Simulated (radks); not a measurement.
Rb II, configuration [Kr].

Method: scalar-relativistic Kohn-Sham, B86b exchange with PBE correlation, spin-polarised, spherical densities, point nucleus; computed with a radial shooting solver on a logarithmic mesh with Libxc functionals.

Energy parts (hartree):
total: -2981.51980
kinetic: 3053.59246
electron-nucleus: -7177.31364
Hartree: 1243.24215
exchange-correlation: -101.04077

Orbitals (lengths in bohr, moments of r in powers of bohr; <r^-3> diverges for s and p1/2; r(max) is where P^2 peaks; r(90%) holds 90 % of the orbital's charge):
orbital  occ.  eigenvalue (hartree)   r(max)      <r>  r(90%)  <r^-3>
1s          2             -552.7858  0.02628  0.04029  0.0721       -
2s          2             -74.02610   0.1495   0.1778   0.275       -
2p          6             -65.64530   0.1196   0.1551   0.253    1644
3s          2             -11.16711   0.4509   0.5105   0.758       -
3p          6              -8.47895   0.4464   0.5187   0.789   249.2
3d         10              -4.03424   0.3932   0.5253   0.856   30.90
4s          2              -1.38391    1.261    1.453    2.14       -
4p          6              -0.79640    1.427    1.714    2.59   24.29

The highest occupied level is 4p at -21.671 eV. For comparison, the ionisation energy in NIST's Atomic Spectra Database is 27.290 eV (measured). In exact Kohn-Sham theory the highest level is minus the ionisation energy, but local and semilocal functionals leave it too shallow, through self-interaction and a potential that decays too fast; potentials with the right tail come closer. The density falls to 0.001 e/bohr^3 at r = 3.63 bohr.
